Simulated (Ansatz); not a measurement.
## A family of molecules: the atomisation energy (no zero-point term)

One atom is swapped for its congeners: SiH2(SeH); GeH2(SeH); SnH2(SeH). All are doublets with charge 0.

Shapes, held fixed at every level: PBE0-D4/def2-TZVP. Flexible molecules stand in one conformer, not always the lowest. Programs: Ansatz 0.2.0. Values in eV.

Question: How should the atomisation energy change along the series?

Answer: At CCSD(T)/def2-TZVPP the atomisation energy falls at every step, from 12.45 to 10.75 eV. Every level shows the same order. Open shells run unrestricted unless RO is named. For atoms past krypton def2 sets carry core potentials with scalar relativity. Relativity is left out for Ge, Se unless named. Correlated rows may include outer-core shells of Ge, Se, Sn, which these sets cover unevenly. Spin-orbit coupling, which grows down the group, is left out (summed over each molecule's free atoms 0.14, 0.24, 0.42 eV).

```
              level  SiH2(SeH)  GeH2(SeH)  SnH2(SeH)
        HF/def2-SVP       9.12       8.20       7.25
BHLYP-D4/def2-TZVPP      12.59      11.62      10.74
 PBE0-D4/def2-TZVPP      12.73      11.81      10.86
 wB97M-V/def2-TZVPP      12.70      11.75      10.90
       MP2/def2-SVP      11.60      10.78       9.79
    CCSD/def2-TZVPP      12.28      11.51      10.56
 CCSD(T)/def2-TZVPP      12.45      11.70      10.75
```
